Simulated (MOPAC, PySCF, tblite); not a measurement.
System: H₂Ge, singlet: symmetric bend, bond length relaxed. Scanned: H-Ge-H angle. Other coordinates (Ge-H bond length) were minimised at B3LYP/def2-TZVP.

GFN2-xTB, 300 K electronic temperature (tblite); RKS-BP86/6-31G* = restricted BP86/6-31G*, spherical d (PySCF); AM1, restricted, heats of formation (MOPAC).

Energies in kJ/mol, each method relative to its own lowest point.

```
a / °     GFN2-xTB  RKS-BP86/6-31G*         AM1
------  ----------  ---------------  ----------
159.91           —            243.3         0.0
151.55       175.9            193.6         2.8
139.77       123.5            130.4         3.9
128.83        82.8             81.8         4.2
119.47        53.1             48.5         5.3
109.29  (withheld)             21.7         8.2
99.07          8.2       (withheld)        14.4
90.32          0.0              0.0  (withheld)
78.77          3.1              6.9        42.9
71.93         14.4       (withheld)        59.2
60            56.7             54.7  (withheld)
```

**Question.** Complete the blanks.

**Answer.** 
- 109.29, GFN2-xTB: 26.8
- 99.07, RKS-BP86/6-31G*: 5.2
- 90.32, AM1: 23.6
- 71.93, RKS-BP86/6-31G*: 18.9
- 60, AM1: 97.3

Dashes: no converged value, or the column stops at the first point that the program doubted or that broke a chosen test of continuity, which isn't proof of a fault.

The scan ran from 180.0 to 60.0; beyond the range shown the relaxed coordinates jump or full CI changes its symmetry label.
